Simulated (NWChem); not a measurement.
CH3ClO2Si; SMILES O=C[Si@@H](O)Cl

```xyz
8

O     -0.8634     2.4058    -0.1441
C     -0.2657     1.5616     0.4949
Si     0.3986    -0.0186    -0.3696
O      1.9082    -0.2659     0.2532
Cl    -0.8850    -1.5905     0.0970
H     -0.1069     1.6937     1.5917
H      0.3747     0.1308    -1.8406
H      2.4324    -1.0144    -0.0665
```
Atoms are numbered in this order, from 1.

Results from NWChem. Medium grid unless said otherwise, to which SCAN and Minnesota functionals are sensitive. All runs use the structure optimised with B3LYP/6-31G* (spherical d). Hybrids' shares of exact exchange are those that their runs print; pure functionals count as 0. The functionals differ in more than this share.

```
row               share of exact exchange  orbital gap (eV)
----------------  -----------------------  ----------------
PBE/def2-TZVP                        0.00              2.73
BLYP/def2-TZVP                       0.00              2.81
TPSSh/def2-TZVP                      0.10              4.08
B3LYP/def2-TZVP                      0.20          withheld
M06-2X/def2-TZVP                     0.54              7.97
```

**Question.** Fit a straight line of the last column on the one before it, predict the withheld value, and compare with the run.

**Answer.** 
1. Means of the 4 shown rows: x = 0.160, y = 4.397. Slope Σ(x − x̄)(y − ȳ)/Σ(x − x̄)² = 1.897/0.1992 = 9.525; intercept 2.874.
2. The shown rows scatter about the line by 0.151 (root mean square); the largest residual is +0.25, at TPSSh/def2-TZVP.
3. At x = 0.20 (B3LYP/def2-TZVP; inside the shown range) the line gives 4.78.
4. The run gives 4.93, +0.15 from the line, 1.0 times the scatter.
